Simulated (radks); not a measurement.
Q: These are the eigenvalues of the occupied orbitals of an atom or ion with whole-number occupations (eV). All-electron calculation, scalar-relativistic Kohn-Sham, MS2 meta-GGA, spin-polarised, spherical densities, finite nucleus; meta-GGA in the generalised Kohn-Sham scheme; Fermi nuclear charge, rms radius of each element as measured or else 0.836 A^(1/3) + 0.57 fm. Program: a radial shooting solver on a logarithmic mesh with Libxc functionals.

orbital  eigenvalue
1s up     -12549.85
1s down   -12549.75
2s up     -1639.869
2s down   -1639.857
2p up     -1441.344
2p down   -1441.263
3s up     -241.6030
3s down   -241.5237
3p up     -178.8973
3p down   -178.7793
3d up      -76.8844
3d down    -76.6585
4s up      -37.8097
4s down    -36.1965
4p up      -24.9285
5p up       -7.0395

Which element is it, and in what charge state? The configuration may be excited. Open shells, if any, are filled with parallel spins first.

A: Z = 34, selenium, charge +1: Se+ in [Ar] 3d10 4s2 4p1 5p2. The list shows which subshells hold electrons but not how many an open one holds; the 1s level, -461.2 hartree, gives Z - s = 30.4 by -(Z - s)^2/2, which with screening and relativity narrows Z to a few neighbours, and the depths of the outer levels then fix element, charge and occupations together.
